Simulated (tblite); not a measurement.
Species: C₃H₅N₃OSi.
Numbering: `[O:1]=[CH:2][c:3]1[n:4][cH:5][n:6][n:7]1[SiH3:8]` (hydrogens: H9 on C2; H10 on C5; H11, H12, H13 on Si8)

Cartesian coordinates in Å at the GFN2-xTB level; atoms count from 1:
```
atom  x, y, z in Å
O1    -1.3914    1.7257    0.2850
C2    -0.1904    1.8512    0.1581
C3     0.6498    0.7027   -0.0226
N4     1.9621    0.6021   -0.1808
C5     2.1440   -0.7174   -0.2989
N6     1.0274   -1.4222   -0.2225
N7     0.0727   -0.5241   -0.0463
Si8   -1.6664   -0.8580    0.1241
H9     0.3063    2.8307    0.1745
H10    3.1044   -1.1680   -0.4440
H11   -2.3290   -0.2594   -1.0249
H12   -1.6437   -2.3182    0.0152
H13   -2.0503   -0.4445    1.4654
```

All values are computed: GFN2-xTB (tblite) harmonic vibrations without scaling, gas phase. Errors from tens to a few hundred cm⁻¹ against measured bands are possible. Modes of hydrogen on silicon can be 10 to 20 % off. One conformer, not necessarily the lowest.

Harmonic wavenumbers (cm⁻¹): 128.8, 145.2, 168.8, 267.7, 271.0, 357.2, 423.9, 573.4, 589.1, 596.2, 663.2, 676.6, 721.5, 780.4, 818.0, 831.6, 862.7, 912.2, 983.4, 1067.1, 1176.7, 1230.9, 1281.1, 1324.1, 1339.5, 1410.2, 1527.4, 1690.4, 2275.3, 2328.8, 2345.5, 2876.0, 3191.2.

A = 2908, B = 1865, C = 1153 MHz; mass 127.020 u (most abundant isotopes); point group Cs, symmetry number 1.

Task: Zero-point energy?

Result: ½Σν̃ = 17918 cm⁻¹ = 214.34 kJ/mol.

Task: Give the ideal-gas entropy at 500 K and 1 bar in the rigid-rotor, harmonic-oscillator model (classical rotation).

Result: Translation 180.02, rotation 124.99, vibration 134.35: S = 439.4 J/(mol K).

Task: And Cp and H(500 K) − H(0)?

Result: Cp = 183.94 J/(mol K), of which vibrations give 150.68 (their classical limit is 33 R = 274.4); H(500 K) − H(0) = 54.51 kJ/mol without the zero-point energy, 37.89 from vibrations.

Task: How do the functions run with temperature in this model?

Result: 
| T (K) | S (J/(mol K)) | Cp (J/(mol K)) | H − H(0) (kJ/mol) | G − H(0) (kJ/mol) | ln q(vib) |
| --- | --- | --- | --- | --- | --- |
| 50 | 230.5 | 40.5 | 1.75 | -9.78 | 0.05 |
| 100 | 264.3 | 58.6 | 4.23 | -22.19 | 0.45 |
| 298.15 | 359.0 | 127.8 | 22.65 | -84.38 | 3.42 |
| 373.15 | 390.3 | 151.5 | 33.14 | -112.49 | 4.74 |
| 750 | 522.7 | 226.2 | 106.27 | -285.77 | 11.52 |
| 1000 | 591.5 | 251.3 | 166.21 | -425.31 | 15.70 |

q(vib) and H(0) count from the zero-point level.

Task: What must be added to the electronic energy to get the Gibbs energy at 500 K and 1 bar?

Result: ZPE + [H(500 K) − H(0)] − T·S = 214.34 + 54.51 − 219.68 = 49.17 kJ/mol.

Task: Which modes carry the vibrational entropy at 500 K?

Result: 128.8 cm⁻¹: 16.61; 145.2 cm⁻¹: 15.63; 168.8 cm⁻¹: 14.40; 267.7 cm⁻¹: 10.69; 271.0 cm⁻¹: 10.59; 357.2 cm⁻¹: 8.44 J/(mol K); the other 27 give 57.98 together.

Hindered rotation and anharmonicity are outside this model. Other conformers, if any are populated, would add a mixing term that is left out.

Time: 0.39 s of wall time. Hardware: Arm Neoverse V1, one thread, no GPU, shared host with 32 logical CPUs at a one-minute load of 12. This covers the Hessian and the dipole derivatives.
